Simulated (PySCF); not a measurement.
B3LYP has the VWN-RPA correlation part, as in Gaussian. 

```xyz
7

C      1.1548     0.0016    -0.0765
N      0.0703    -0.5851    -0.3386
C     -1.1640    -0.0836     0.0765
O     -1.6571     0.9393    -0.3211
H      2.0864    -0.4011    -0.4678
H      1.2104     0.9072     0.5335
H     -1.6873    -0.7789     0.7558
```

Charge 0, multiplicity 1.

Question: Give the Mulliken and meta-Löwdin atomic charges from B3LYP-D3(BJ)/def2-TZVP in PySCF.

Answer: 
```csv
atom,Mulliken (e),meta-Löwdin (e)
C1,-0.10,-0.04
N2,-0.13,-0.22
C3,0.17,0.34
O4,-0.27,-0.41
H5,0.13,0.13
H6,0.11,0.11
H7,0.08,0.09
```
